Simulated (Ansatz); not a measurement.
# InNH2F2 (SMILES [NH2][In]([F])[F]): methods side by side

InNH2F2 has 6 atoms, charge 0, and is taken as a singlet. SMILES: `[NH2][In]([F])[F]`. Geometry: optimised at r2SCAN/def2-SVP.

| atom | x (Å) | y (Å) | z (Å) |
| --- | --- | --- | --- |
| N | -0.2494 | 1.1735 | -0.3057 |
| In | 0.2675 | -0.7538 | 0.0392 |
| F | 1.8827 | -1.2833 | 1.0001 |
| F | -0.6316 | -2.2775 | -0.7868 |
| H | 0.0266 | 1.7917 | 0.4585 |
| H | -1.2537 | 1.2854 | -0.4514 |

Quantity: the adiabatic ionisation energy (to the doublet cation, shapes relaxed at r2SCAN/def2-SVP, no zero-point term), in eV. The values are calculated.

```
                            level                    kind  program  value (eV)  less CCSD(T)/def2-SVP  CPU time (all runs)
  SVWN5/def2-SVP (core potential)                     LDA   Ansatz       10.02                  +0.84                2.9 s
   BLYP/def2-SVP (core potential)                     GGA   Ansatz        9.40                  +0.22                5.4 s
    PBE/def2-SVP (core potential)                     GGA   Ansatz        9.55                  +0.37                5.4 s
 r2SCAN/def2-SVP (core potential)                meta-GGA   Ansatz        9.46                  +0.28                9.2 s
wB97M-V/def2-SVP (core potential)  range-separated hybrid   Ansatz        9.58                  +0.40                 25 s
 B2PLYP/def2-SVP (core potential)           double hybrid   Ansatz        9.41                  +0.23                7.2 s
    MP2/def2-SVP (core potential)     perturbation theory   Ansatz        9.30                  +0.12                2.2 s
CCSD(T)/def2-SVP (core potential)   coupled cluster or CI   Ansatz        9.18                   0.00                 30 s
```

CCSD(T)/def2-SVP (core potential) is the highest level here, not the true value. Spin-orbit coupling, which can split open shells on such heavy atoms by tenths of an eV, is left out. The values span 9.18 to 10.02 eV. In the correlated wave-function rows the outer d shell of In is correlated, in sets not made for it. CPU times are rough (shared hosts, several kinds of processor): they show what a rung costs within a factor of a few.
